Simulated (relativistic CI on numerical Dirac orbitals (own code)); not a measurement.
# V4+: resonant inelastic scattering at the L2,3 edge

Computed with this model: Dirac-Coulomb-Breit CI, KLI orbitals optimised for each configuration, model QED (radiative potential, 1s self-energy scaled to tabulated hydrogen-like ionisation energies), valence Slater integrals scaled by 0.7, Kramers-Heisenberg scattering through one core-hole configuration in a parametric crystal field; configurations [Ar] 3d → [He] 2s2 2p5 3s2 3p6 3d2; 300 K; core-hole width 0.4 eV; summed over polarisations. Incident energies are the highest absorption maxima for each field (at most a few, so the weaker spin-orbit partner edge can be absent), on the computed scale of the free ion. Intensities are in per cent of the strongest line above 0.02 eV; levels within 1 cm⁻¹ are merged; final levels count from the ground level, the first row holds all elastic scattering, lines under 0.4 are left out and each table stops after 24 rows. The scale of the Slater integrals is a model choice and moves the terms in proportion.

Field parameters in Wybourne normalisation: D4h B²₀ = −7Ds, B⁴₀ = 21(Dq − Dt), B⁴₄ = 21√(5/14) Dq. The field is a parameter set, without covalency.

S is read from ⟨S²⟩ = S(S + 1).

D4h, 10Dq = 12200, Ds = -1500, Dt = 540 cm⁻¹:

```csv
Final level (eV),Degeneracy,Irrep,S,523.1 eV,528 eV,529.7 eV
0.000,2,Γ7,0.50,475.1,143.0,832.9
0.878,2,Γ6,0.50,21.2,8.4,77.4
0.908,2,Γ7,0.50,59.0,10.6,34.3
1.515,2,Γ7,0.50,13.4,8.9,87.3
1.924,2,Γ6,0.50,16.5,11.3,100.0
```

D4h, 10Dq = 12200, Ds = -860, Dt = 540 cm⁻¹:

| Final level (eV) | Degeneracy | Irrep | S | 523.1 eV | 527.8 eV | 529.7 eV |
| --- | --- | --- | --- | --- | --- | --- |
| 0.000 | 2 | Γ7 | 0.50 | 393.6 | 126.7 | 673.2 |
| 0.640 | 2 | Γ6 | 0.50 | 36.8 | 4.6 | 71.3 |
| 0.671 | 2 | Γ7 | 0.50 | 47.3 | 6.0 | 70.0 |
| 1.515 | 2 | Γ7 | 0.50 | 13.6 | 8.0 | 100.0 |
| 1.607 | 2 | Γ6 | 0.50 | 31.2 | 8.8 | 66.0 |

For the first field the strongest loss at the lowest incident energy is the level at 0.91 eV (S = 0.50, against 0.50 in the thermal ground state).
